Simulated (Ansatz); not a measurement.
Mulliken charges of `[SiH3]N=C=S` from r2SCAN/def2-TZVPP in Ansatz (PBE0-D4/def2-TZVP geometry).

| atom | x (Å) | y (Å) | z (Å) | charge (e) |
| --- | --- | --- | --- | --- |
| Si1 | -0.298 | 0.995 | -0.347 | 0.392 |
| N2 | 0.168 | -0.561 | 0.195 | -0.228 |
| C3 | 0.492 | -1.639 | 0.571 | 0.157 |
| S4 | 0.919 | -3.064 | 1.068 | -0.158 |
| H5 | -0.968 | 0.855 | -1.660 | -0.054 |
| H6 | -1.228 | 1.580 | 0.647 | -0.054 |
| H7 | 0.916 | 1.833 | -0.473 | -0.054 |

**Question.** By hand: the dipole of these point charges (1 e Å = 4.8032 D).

**Answer.** Σ q r = (-0.154, 0.514, -0.179) e Å, of length 0.566 e Å = 2.72 D.

**Question.** How does the dipole of the full density compare? (Estimate.)

**Answer.** Computed: (-0.118, 0.394, -0.137) e Å, 2.08 D; the point charges give 1.31 times that, at 0° from its direction.

Point charges leave out the atoms' own dipoles, such as those of lone pairs, and Mulliken's split depends on the basis, so the two needn't agree.
